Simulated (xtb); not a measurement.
A run for xtb: GFN1-xTB on CH6GeO2 (SMILES C[O][GeH2][OH]), a point of a torsion scan.

```
$ xtb mol.xyz --gfn 1 --sp --chrg 0 --uhf 0
10

C      1.62795168    -0.17212803    -0.07144829
O      0.63402432     0.80049051     0.19885591
Ge    -1.07786757     0.57446877     0.33914087
O     -1.34930654    -1.13022691     0.07582443
H      2.16225399     0.11614974    -0.97856398
H      2.33047739    -0.19795973     0.76356875
H      1.19850146    -1.16501165    -0.20881698
H     -1.49301021     0.96454145     1.73355479
H     -1.75113949     1.38685730    -0.73583269
H     -2.24666331    -1.45019205     0.11537909
```

The log:

```
[...]
           -------------------------------------------------
          |                Calculation Setup                |
           -------------------------------------------------



           -------------------------------------------------
          |                 G F N 1 - x T B                 |
           -------------------------------------------------

        Reference                      10.1021/acs.jctc.7b00118
      * Hamiltonian:
        H0-scaling (s, p, d)           1.850000    2.250000    2.000000
        zeta-weighting                 0.000000
      * Dispersion:
        s8                             2.400000
        a1                             0.630000
        a2                             5.000000
        s9                             0.000000
      * Repulsion:
        kExp                           1.500000
        rExp                           1.000000
      * Coulomb:
        alpha                          2.000000
        third order                    atomic
        anisotropic                    false
      * Halogen bond correction:
        rad-scale                      1.300000
        damping                        0.440000


          ...................................................
          :                      SETUP                      :
          :.................................................:
          :  # basis functions                  34          :
          :  # atomic orbitals                  33          :
          :  # shells                           21          :
          :  # electrons                        26          :
          :  # halogen bonds                     0          :
          :  max. iterations                   250          :
          :  Hamiltonian                  GFN1-xTB          :
          :  restarted?                      false          :
          :  GBSA solvation                  false          :
          :  PC potential                    false          :
          :  electronic temp.          300.0000000     K    :
          :  accuracy                    1.0000000          :
          :  -> integral cutoff          0.2500000E+02      :
          :  -> integral neglect         0.1000000E-07      :
          :  -> SCF convergence          0.1000000E-05 Eh   :
          :  -> wf. convergence          0.2000000E-04 e    :
          :  Broyden damping             0.4000000          :
          :  net charge                          0          :
          :  unpaired electrons                  0          :
          ...................................................

 iter      E             dE          RMSdq      gap      omega  full diag
   1    -16.4655532 -0.164656E+02  0.613E+00    7.35       0.0  T
   2    -16.4726967 -0.714347E-02  0.368E+00    5.30       1.0  T
   3    -16.3399528  0.132744E+00  0.290E+00    7.59       1.0  T
   4    -16.5298003 -0.189848E+00  0.381E-01    6.42       1.0  T
   5    -16.5304325 -0.632226E-03  0.981E-02    6.25       1.0  T
   6    -16.5306404 -0.207903E-03  0.516E-02    6.35       1.0  T
   7    -16.5306803 -0.399266E-04  0.430E-03    6.32       7.4  T
   8    -16.5306801  0.212538E-06  0.447E-03    6.32       7.1  T
   9    -16.5306805 -0.345916E-06  0.178E-03    6.32      17.8  T
  10    -16.5306805 -0.642998E-07  0.573E-04    6.32      55.2  T
  11    -16.5306805 -0.798015E-08  0.482E-05    6.32     656.2  T
  12    -16.5306805 -0.494573E-10  0.462E-06    6.32    6842.2  T

   *** convergence criteria satisfied after 12 iterations ***

         #    Occupation            Energy/Eh            Energy/eV
      -------------------------------------------------------------
         1        2.0000           -0.7614163             -20.7192
       ...           ...                  ...                  ...
         7        2.0000           -0.5564122             -15.1407
         8        2.0000           -0.5491550             -14.9433
         9        2.0000           -0.5266804             -14.3317
        10        2.0000           -0.5014492             -13.6451
        11        2.0000           -0.4754391             -12.9374
        12        2.0000           -0.4579152             -12.4605
        13        2.0000           -0.4369595             -11.8903 (HOMO)
        14                         -0.2047152              -5.5706 (LUMO)
        15                         -0.1735016              -4.7212
        16                         -0.1729003              -4.7049
        17                         -0.1648443              -4.4856
        18                         -0.1570134              -4.2726
       ...                                ...                  ...
        33                          0.5080723              13.8254
      -------------------------------------------------------------
                  HL-Gap            0.2322443 Eh            6.3197 eV
             Fermi-level           -0.3208374 Eh           -8.7304 eV

 SCC (total)                   0 d,  0 h,  0 min,  0.007 sec
 SCC setup                      ...        0 min,  0.000 sec (  1.135%)
 Dispersion                     ...        0 min,  0.000 sec (  0.519%)
 classical contributions        ...        0 min,  0.000 sec (  0.227%)
 integral evaluation            ...        0 min,  0.002 sec ( 23.599%)
 iterations                     ...        0 min,  0.002 sec ( 29.430%)
 molecular gradient             ...        0 min,  0.003 sec ( 43.360%)
 printout                       ...        0 min,  0.000 sec (  1.620%)

         :::::::::::::::::::::::::::::::::::::::::::::::::::::
         ::                     SUMMARY                     ::
         :::::::::::::::::::::::::::::::::::::::::::::::::::::
         :: total energy             -16.428150895448 Eh    ::
         :: gradient norm              0.030128771270 Eh/a0 ::
         :: HOMO-LUMO gap              6.319688792239 eV    ::
         ::.................................................::
         :: SCC energy               -16.530680548462 Eh    ::
         :: -> electrostatic           0.101487547473 Eh    ::
         :: repulsion energy           0.105048339306 Eh    ::
         :: dispersion energy         -0.002518686291 Eh    ::
         :: halogen bond corr.         0.000000000000 Eh    ::
         :: add. restraining           0.000000000000 Eh    ::
         :: total charge               0.000000000000 e     ::
         :::::::::::::::::::::::::::::::::::::::::::::::::::::

           -------------------------------------------------
          |                Property Printout                |
           -------------------------------------------------

    * Orbital Energies and Occupations

         #    Occupation            Energy/Eh            Energy/eV
      -------------------------------------------------------------
         1        2.0000           -0.7614163             -20.7192
         2        2.0000           -0.7491152             -20.3845
         3        2.0000           -0.6668055             -18.1447
         4        2.0000           -0.6248316             -17.0025
         5        2.0000           -0.5824531             -15.8494
         6        2.0000           -0.5610905             -15.2680
         7        2.0000           -0.5564122             -15.1407
         8        2.0000           -0.5491550             -14.9433
         9        2.0000           -0.5266804             -14.3317
        10        2.0000           -0.5014492             -13.6451
        11        2.0000           -0.4754391             -12.9374
        12        2.0000           -0.4579152             -12.4605
        13        2.0000           -0.4369595             -11.8903 (HOMO)
        14                         -0.2047152              -5.5706 (LUMO)
Note: The following floating-point exceptions are signalling: IEEE_DENORMAL
normal termination of xtb
        15                         -0.1735016              -4.7212
        16                         -0.1729003              -4.7049
        17                         -0.1648443              -4.4856
        18                         -0.1570134              -4.2726
        19                         -0.1138081              -3.0969
        20                         -0.0768693              -2.0917
        21                         -0.0661239              -1.7993
        22                         -0.0630292              -1.7151
        23                         -0.0360823              -0.9818
        24                         -0.0174777              -0.4756
       ...                                ...                  ...
        33                          0.5080723              13.8254
      -------------------------------------------------------------
                  HL-Gap            0.2322443 Eh            6.3197 eV
             Fermi-level           -0.3208374 Eh           -8.7304 eV

  Mulliken/CM5 charges         n(s)   n(p)   n(d)
     1C     0.18711  0.06751   0.967  2.846  0.000
     2O    -0.48245 -0.57494   1.672  4.810  0.000
     3Ge    0.51175  0.43587   1.265  1.693  0.531
     4O    -0.56311 -0.77235   1.702  4.861  0.000
     5H     0.01681  0.07630   0.983  0.000  0.000
     6H     0.01676  0.07624   0.983  0.000  0.000
     7H     0.03376  0.09690   0.966  0.000  0.000
     8H    -0.03433  0.03425   1.034  0.000  0.000
     9H    -0.03432  0.03426   1.034  0.000  0.000
    10H     0.34802  0.52596   0.652  0.000  0.000

Wiberg/Mayer (AO) data.
largest (>0.10) Wiberg bond orders for each atom

 ---------------------------------------------------------------------------
     #   Z sym  total        # sym  WBO       # sym  WBO       # sym  WBO
 ---------------------------------------------------------------------------
     1   6 C    3.918 --     5 H    0.986     6 H    0.986     7 H    0.972
                             2 O    0.929
     2   8 O    2.180 --     3 Ge   1.106     1 C    0.929
     3  32 Ge   4.131 --     4 O    1.169     2 O    1.106     9 H    0.895
                             8 H    0.895
     4   8 O    2.140 --     3 Ge   1.169    10 H    0.865
     5   1 H    1.017 --     1 C    0.986
     6   1 H    1.017 --     1 C    0.986
     7   1 H    1.011 --     1 C    0.972
     8   1 H    1.004 --     3 Ge   0.895
     9   1 H    1.004 --     3 Ge   0.895
    10   1 H    0.883 --     4 O    0.865
 ---------------------------------------------------------------------------

Topologies differ in total number of bonds
Writing topology from bond orders to xtbtopo.mol

 dipole moment from electron density (au)
     X       Y       Z
  -0.7657  -0.5421  -0.0126  total (Debye):    2.385


           -------------------------------------------------
          | TOTAL ENERGY              -16.428150895448 Eh   |
          | GRADIENT NORM               0.030128771270 Eh/α |
          | HOMO-LUMO GAP               6.319688792239 eV   |
           -------------------------------------------------

------------------------------------------------------------------------
------------------------------------------------------------------------
 total:
 SCF:
```

The run finished.

Cost: roughly 0.020 core-seconds.
